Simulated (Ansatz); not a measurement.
Mulliken charges of Cl$_{3}$H$_{2}$NTi (`[NH2][Ti]([Cl])([Cl])[Cl]`) from ωB97M-V/def2-TZVPP in Ansatz (PBE0-D4/def2-TZVP geometry).

```
atom   x (Å)   y (Å)   z (Å)  charge (e)
  N1  -0.676   0.480   0.813      -0.389
 Ti2   0.416  -0.273  -0.459       0.643
 Cl3   1.922  -1.442   0.600      -0.174
 Cl4  -0.771  -1.595  -1.743      -0.188
 Cl5   1.232   1.359  -1.655      -0.174
  H6  -1.200   1.335   0.679       0.141
  H7  -0.862   0.069   1.719       0.141
```

By hand: the dipole of these point charges (1 e Å = 4.8032 D).

Σ q r = (-0.164, 0.150, 0.238) e Å, of length 0.326 e Å = 1.57 D.

How does the dipole of the full density compare? (Estimate.)

Computed: (-0.331, 0.279, 0.453) e Å, 3.01 D; the point charges give 0.52 times that, at 2° from its direction.

Point charges leave out the atoms' own dipoles, such as those of lone pairs, and Mulliken's split depends on the basis, so the two needn't agree.
